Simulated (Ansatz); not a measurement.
Ansatz results at the PBE0-D4/def2-TZVP geometry: LUMO energy (ωB97M-V/def2-TZVPP) -1.05 eV; LUMO energy (PBE/def2-TZVPP) -3.91 eV; HOMO energy (ωB97M-V/def2-TZVPP) -10.04 eV.

Each molecule was computed in one conformer, which needn't be the lowest.

Q: Which molecule gave them?
A. `COC`
B. `CCOC`
C. `C=CCO`
D. `C=C[O][Ti]([Cl])([Cl])[Cl]`

A: D. The others give `C=CCO`: 2.00, -1.12, -10.01; `COC`: 2.89, 0.58, -9.84; `CCOC`: 2.82, 0.55, -9.78.
